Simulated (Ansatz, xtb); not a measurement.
## H7SbSi2: which of two conformers lies lower

Structure I is `[SiH3][SiH2][SbH2]`, a singlet and structure II is `[SiH3][SiH2][SbH2]`, a singlet. Both are isolated molecules in the gas phase, relaxed with PBE0-D3(BJ)/def2-SVP.

I (Å):

```xyz
10

Sb    2.8772    2.4498    0.6960
Si   -1.0366    1.5576    0.7199
Si    1.0393    0.8223    1.5196
H    -1.0317    1.5377   -0.7758
H    -1.2756    2.9624    1.1755
H    -2.1534    0.6931    1.2115
H     1.2976   -0.5820    1.0727
H     1.0337    0.8476    3.0168
H     4.0965    1.2762    0.9809
H     2.6617    1.8893   -0.9123
```

II (Å):

```yaml
atoms:
  - { symbol: Sb, position_ang: [2.4109, 0.1501, 0.4599] }
  - { symbol: Si, position_ang: [0.0033, -0.1240, 1.3693] }
  - { symbol: Si, position_ang: [-1.5689, -0.0021, -0.3595] }
  - { symbol: H, position_ang: [2.0668, -0.9388, -0.8230] }
  - { symbol: H, position_ang: [-1.4408, 1.3225, -1.0415] }
  - { symbol: H, position_ang: [-0.2372, 0.9527, 2.3818] }
  - { symbol: H, position_ang: [-0.0823, -1.4439, 2.0714] }
  - { symbol: H, position_ang: [-2.9718, -0.1565, 0.1380] }
  - { symbol: H, position_ang: [1.9123, 1.4853, -0.4984] }
  - { symbol: H, position_ang: [-1.2859, -1.0844, -1.3517] }
```

**Question.** Estimate which is lower in electronic energy at CCSD(T)/def2-SVP + ΔMP2/def2-TZVPP, and by roughly how much.

**Answer.** Too close to call at this level: CCSD(T)/def2-SVP + ΔMP2/def2-TZVPP gives E(II) − E(I) = −0.58 kcal/mol.

The same difference at several levels:

```tsv
level	geometry	E(II) − E(I) (kcal/mol)	departure from the last row (kcal/mol)	job, with rough time for the two
PBE0-D3(BJ)/def2-SVP	PBE0-D3(BJ)/def2-SVP	−0.58	0.00	optimisation, 58 s
HF/def2-SVP	PBE0-D3(BJ)/def2-SVP	−0.45	+0.13	part of the CCSD(T) run
MP2/def2-SVP	PBE0-D3(BJ)/def2-SVP	−0.54	+0.04	part of the CCSD(T) run
CCSD(T)/def2-SVP	PBE0-D3(BJ)/def2-SVP	−0.54	+0.04	single point
CCSD(T)/def2-SVP + ΔMP2/def2-TZVPP	PBE0-D3(BJ)/def2-SVP	−0.58		single point, 26 s
```

The largest departure from CCSD(T)/def2-SVP + ΔMP2/def2-TZVPP is that of HF/def2-SVP, 0.13 kcal/mol. Levels run at GFN2-xTB geometries aren't shown. The last row adds to CCSD(T) the change of the MP2 difference between the two basis sets, here −0.04 kcal/mol.

With harmonic frequencies from PBE0-D3(BJ)/def2-SVP (ideal gas, rigid rotor, one conformer each, 298.15 K, 1 atm): the zero-point term adds +0.03 kcal/mol; ΔH is −0.56 and ΔG −0.49 kcal/mol.

The correlated steps freeze 14 core orbitals; the filled d shell of Sb is correlated, in a basis made for valence electrons. Atoms past krypton carry core potentials in the def2 sets and no spin–orbit term is included. Mirror images aren't counted in ΔG. Programs: Ansatz 0.2.0; the last row on 1 thread of Intel(R) Xeon(R) 6975P-C (Granite Rapids) on a shared host.
